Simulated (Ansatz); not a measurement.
Basis sets compared for the cluster YO2H. The state is a singlet with charge 0. Geometry PBE-D4/def2-TZVP. Ansatz on 4 threads of AMD EPYC 7B13 on a shared host; times are rough, and most runs start from earlier orbitals.

```xyz
4

Y    -0.230   -0.461    0.657
O     0.354   -0.636   -1.251
O    -0.904    0.178   -1.118
H     0.780    0.920    1.712
```

In the def2 sets Y takes a core potential; there is no spin–orbit coupling. The structure holds 1 bond(s) between oxygen atoms. The structure comes from a short search, and lower isomers may exist.

```tsv
level	functions	energy (Eh)	HOMO (eV)	LUMO (eV)	wall time
PBE-D4/def2-SVP	64	-189.0560	-4.90	-2.79	0.45 s
PBE-D4/def2-TZVP	108	-189.2499	-4.95	-2.85	0.55 s
r2SCAN-D4/def2-TZVP	108	-189.3318	-5.09	-2.39	1.1 s
PBE0-D4/def2-SVP	64	-189.0165	-6.29	-2.25	0.5 s
PBE0-D4/def2-TZVP	108	-189.2114	-6.31	-2.29	0.95 s
```

Q: Estimate the rows for PBE-D4/def2-TZVPD, r2SCAN-D4/def2-TZVPD, PBE0-D4/def2-TZVPD.

A: 
| level | functions | energy (Eh) | HOMO (eV) | LUMO (eV) | wall time |
| --- | --- | --- | --- | --- | --- |
| PBE-D4/def2-TZVPD | 129 | -189.2515 | -5.00 | -2.87 | 0.7 s |
| r2SCAN-D4/def2-TZVPD | 129 | -189.3332 | -5.13 | -2.39 | 1.3 s |
| PBE0-D4/def2-TZVPD | 129 | -189.2129 | -6.35 | -2.30 | 0.85 s |
